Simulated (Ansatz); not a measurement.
SiCl, multiplicity 2 (lowest of 2S+1 = 2, 4 at CCSD(T)/def2-TZVPP on PBE0 minima; our sources give no spin for the ground state, which may be another), most abundant isotopes (27.9769 and 34.9689 u). Constants from fifth-degree fits in 1/R to seven points on the lowest solution found; no spin–orbit coupling, no relativity up to Kr; ω_e x_e and α_e move by some per cent with the fit.

Correlated levels freeze the cores. CBS: X⁻³ extrapolation of the correlation energy, Hartree–Fock from the larger set.

The values were computed with Ansatz (a quantum-chemistry and plane-wave program) with Gaussian orbitals. Each number belongs to the level named beside it.

```tsv
level	r_e (Å)	ω_e (cm⁻¹)	ω_e x_e (cm⁻¹)	α_e (cm⁻¹)
PBE/def2-TZVPP	2.0844	515.0	2.13	0.00156
CCSD(T)/CBS(aug-cc-pV(T+d)Z, aug-cc-pV(Q+d)Z)	2.0644	537.2	2.17	0.00156
```

D_e from total energies of the atoms and the molecule: 4.61 eV at PBE/def2-TZVPP.

Q: Derive the rotational constants, the centrifugal constant, the fundamental, the zero-point energy and the force constant, and test the Morse rule for the well depth.

A: 
μ = 15.54228 u.
- PBE/def2-TZVPP: B_e = 16.8576/(μ r_e²) = 0.24964 cm⁻¹; B₀ = B_e − α_e/2 = 0.24886 cm⁻¹; D = 4B_e³/ω_e² = 2.35e-07 cm⁻¹; fundamental ω_e − 2ω_e x_e = 511 cm⁻¹; zero-point energy ω_e/2 − ω_e x_e/4 = 257 cm⁻¹; k = μ(2πcω_e)² = 243 N/m; a Morse well would hold ω_e²/(4ω_e x_e) = 3.85 eV against the computed D_e of 4.61 eV
- CCSD(T)/CBS(aug-cc-pV(T+d)Z, aug-cc-pV(Q+d)Z): B_e = 16.8576/(μ r_e²) = 0.25452 cm⁻¹; B₀ = B_e − α_e/2 = 0.25373 cm⁻¹; D = 4B_e³/ω_e² = 2.29e-07 cm⁻¹; fundamental ω_e − 2ω_e x_e = 533 cm⁻¹; zero-point energy ω_e/2 − ω_e x_e/4 = 268 cm⁻¹; k = μ(2πcω_e)² = 264 N/m
